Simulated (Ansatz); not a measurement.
C2H3B (SMILES BC#C) moved off its minimum; all values from Ansatz (a quantum-chemistry and plane-wave program), cores frozen in correlated methods.
(charge 0, multiplicity 1)
```xyz
6

B     -1.17110    -0.14898    -0.62273
C      0.05891    -0.00928     0.05133
C      1.17252     0.06386     0.66235
H      2.06934     0.10529     1.25082
H     -1.93466     0.88112    -0.70601
H     -1.45724    -1.00769    -1.31195
```

Forces at MP2/cc-pVTZ (eV/Å):

```tsv
atom	Fx	Fy	Fz
B1	-3.808	2.801	-1.972
C2	6.954	0.231	4.001
C3	-3.471	-0.277	-1.647
H4	-0.220	0.060	-0.289
H5	0.857	-1.451	0.402
H6	-0.312	-1.364	-0.494
```

### Question
Give the forces (eV/Å), the total energy and the dipole at CCSD(T)/cc-pVTZ.

### Answer

```
atom      Fx      Fy      Fz
----  ------  ------  ------
B1    -3.691   2.746  -1.888
C2     6.748   0.230   3.854
C3    -3.404  -0.285  -1.588
H4    -0.154   0.071  -0.256
H5     0.813  -1.356   0.405
H6    -0.312  -1.406  -0.527
```
Energy -102.5500 hartree, dipole 1.46 D.

Doubts at one or more of the structures used: a restricted determinant that unrestricted orbitals would lower (CCSD(T)/cc-pVTZ, MP2/cc-pVTZ).
